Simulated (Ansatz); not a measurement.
Input for Ansatz (a first-principles code): R-CCSD(T)/def2-SVP on O3 (SMILES O=[O+][O-]).

Ansatz 0.2 input:
```yaml
crystal:
  periodic: [false, false, false]
  atoms:
    - {symbol: O, position_ang: [0.00000000, 1.07614434, -0.21426023]}
    - {symbol: O, position_ang: [0.00000000, -0.00000000, 0.42862046]}
    - {symbol: O, position_ang: [-0.00000000, -1.07614434, -0.21426023]}
basis:
  gaussian:
    orbitals: def2-SVP
magnetization: {spin_polarized: false}
correlation: {method: ccsd_t, electrons: outside_noble_gas}
scf: {lower_state_search: off}
```

It printed:

```
WARN ansatz: RAYON_NUM_THREADS=4 ignored (pool sized by the plan → 4); use --threads N
Functional definition: HF
these checks for a lower state are left out or cut short: stability, starts, cluster_reference, orbital_swaps, neighbouring_geometries, increment
integrals: 0.01 GiB planned
392 factors; integrals over basis functions are off by at most 4.9e-4 eV
mean field: 0.06 GiB planned
mean field evaluation 1: about -6092.8884 eV, gradient 5.0e1 eV
mean field evaluation 2: about -6092.8929 eV, gradient 5.0e1 eV
mean field evaluation 4: about -6097.0491 eV, gradient 3.3e0 eV
mean field evaluation 8: about -6097.0990 eV, gradient 1.9e-1 eV
mean field -6097.09940634 eV, -224.0642704205 hartree, gradient 2.5e-6 eV, S^2 0.000000; 0 other end points of the search recorded, 0 dependent functions left out
3 core orbitals not correlated
reference -6097.09940634 eV, -224.0642704205 hartree; 9, 9 occupied and 30, 30 virtual orbitals, 392 factors
second order -17.01516827 eV of doubles, -0.00000000 eV of singles
coupled cluster: 0.08 GiB planned
cycle   1  -15.51970069 eV  change     1.0e0 eV  update   1.3e-1
cycle   2  -16.22461407 eV  change   -7.0e-1 eV  update   5.4e-2
cycle   3  -16.45187393 eV  change   -2.3e-1 eV  update   2.8e-2
cycle   4  -16.44118064 eV  change    1.1e-2 eV  update   9.5e-3
cycle   5  -16.44907841 eV  change   -7.9e-3 eV  update   4.6e-3
cycle   6  -16.44825213 eV  change    8.3e-4 eV  update   9.5e-4
cycle   7  -16.44692102 eV  change    1.3e-3 eV  update   3.7e-4
cycle   8  -16.44692563 eV  change   -4.6e-6 eV  update   1.3e-4
cycle   9  -16.44689263 eV  change    3.3e-5 eV  update   4.8e-5
cycle  10  -16.44685869 eV  change    3.4e-5 eV  update   1.8e-5
cycle  11  -16.44689333 eV  change   -3.5e-5 eV  update   6.4e-6
cycle  12  -16.44688509 eV  change    8.2e-6 eV  update   2.3e-6
perturbative correction -0.85978334 eV, -0.0315964548 hartree
WARN: these amplitudes may be one of several solutions (largest doubles amplitude 0.21, level shift 1.16 eV)
Total energy: -6114.40607476 eV, -224.7002787543 hartree
Checks for a lower state left out: stability, starts, cluster_reference, orbital_swaps, neighbouring_geometries, increment
```

The run converged.

Warnings raised: other roots.

Cost: about 1.1 core-seconds (a rough figure).
